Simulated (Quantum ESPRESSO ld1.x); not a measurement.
All-electron atom: Zr IV in [Kr] 4d1.

All-electron calculation, Dirac Kohn-Sham, PW91, spin-unpolarised, spherical densities, point nucleus; open shells fill j = l - 1/2 first. Program: ld1.x of Quantum ESPRESSO 7.5.

Energy parts (hartree):
| part | energy |
|---|---|
| total | -3598.04 |
| kinetic | 3718.39 |
| electron-nucleus | -8645.22 |
| Hartree | 1442.82 |
| exchange-correlation | -114.03 |

Orbitals (lengths in bohr, moments of r in powers of bohr; r(max) is where P^2 peaks; r(90%) holds 90 % of the orbital's charge):
orbital,occ.,eigenvalue (hartree),r(max),r(90%),small-component weight
1s1/2,2,-655.895,0.02414,0.0664,2.12e-02
2s1/2,2,-91.7506,0.1371,0.251,4.31e-03
2p1/2,2,-84.0843,0.1069,0.227,4.31e-03
2p3/2,4,-80.9275,0.1106,0.233,4.18e-03
3s1/2,2,-15.8872,0.4083,0.679,1.12e-03
3p1/2,2,-13.0331,0.3962,0.690,1.07e-03
3p3/2,4,-12.5303,0.4053,0.705,1.03e-03
3d3/2,4,-7.49633,0.3457,0.725,9.17e-04
3d5/2,6,-7.40444,0.3484,0.730,9.07e-04
4s1/2,2,-2.99820,1.075,1.75,2.40e-04
4p1/2,2,-2.22221,1.156,1.95,2.00e-04
4p3/2,4,-2.15424,1.180,1.99,1.93e-04
4d3/2,1,-1.04238,1.492,2.83,1.08e-04
4d5/2,0,-1.03550,1.502,2.85,1.07e-04
5s1/2,0,-0.89925,2.709,4.17,5.26e-05
5p1/2,0,-0.71372,3.124,4.73,4.26e-05
5p3/2,0,-0.70228,3.176,4.79,4.18e-05

The highest occupied level is 4d3/2 at -28.365 eV. Summed over all electrons, <r^2> = 24.18 bohr^2, which gives a Langevin (diamagnetic) susceptibility term of -19.1 x 10^-6 cm^3/mol. For comparison, the ionisation energy in NIST's Atomic Spectra Database is 34.418 eV (measured). In exact Kohn-Sham theory the highest level is minus the ionisation energy, but local and semilocal functionals leave it too shallow, through self-interaction and a potential that decays too fast; potentials with the right tail come closer. The density falls to 0.001 e/bohr^3 at r = 3.25 bohr.

Beside tabulated values, note that spin-unpolarised runs miss the spin-polarisation part of the exchange energy of open shells.
